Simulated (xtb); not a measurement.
Al(Cl)(Me)(NH2) (CH5AlClN), SMILES [Cl][Al]([NH2])[CH3]. All values are semi-empirical tight-binding results from xtb (GFN2-xTB unless named), good for trends rather than for accurate numbers. Geometry optimised at GFN2-xTB. One conformer was computed; it need not be the lowest.

For metal compounds this method's bond lengths and energies can be far off.

Computed properties:
```yaml
orbital_gap: 4.45 eV
zero_point_energy: 37.5 kcal/mol
G − E(el) at 298.15 K (modified RRHO): 17.7 kcal/mol
```
